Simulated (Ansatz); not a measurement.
Ca3Se3, relaxed as a singlet with RKS PBE0-D4/def2-SVP in Ansatz, starting from the GFN1-xTB geometry. Force threshold 0.02 eV/Å.

The structure comes from a short search, and lower isomers may exist.

Start:

Cartesian coordinates in Å:
```
Ca -0.075 -1.212 -0.253
Ca -2.451 1.162 0.294
Ca 2.477 1.029 -0.490
Se -2.407 -1.284 0.949
Se 2.512 -1.424 0.140
Se -0.056 1.728 -0.640
```

```json
{"step": "1", "energy (eV)": "-251304.4599", "largest force component (eV/Å)": "0.979", "SCF passes": "17"}
{"step": "2", "energy (eV)": "-251304.5822", "largest force component (eV/Å)": "0.750", "SCF passes": "24"}
{"step": "3", "energy (eV)": "-251304.6907", "largest force component (eV/Å)": "0.362", "SCF passes": "21"}
{"step": "4", "energy (eV)": "-251304.7295", "largest force component (eV/Å)": "0.114", "SCF passes": "20"}
{"step": "5", "energy (eV)": "-251304.7326", "largest force component (eV/Å)": "0.017", "SCF passes": "20"}
```

Force components are those of the run's own axes.

End:

Cartesian coordinates in Å:
```
Ca -0.0431 -1.2871 -0.0472
Ca -2.5037 1.2514 0.3670
Ca 2.5551 1.1119 -0.4526
Se -2.6381 -1.2846 0.8580
Se 2.7011 -1.4316 -0.0058
Se -0.0713 1.6401 -0.7193
```

By distances, no bond broke or formed. The bond that changes most is Ca1–Se4, from 2.62 to 2.75 Å (atoms count from 1).

No frequencies were taken in this run, so the end may be a saddle point.

It took 51 s on 2 threads of AMD EPYC 7R13 on a shared host, peak host memory 0.69 GiB.
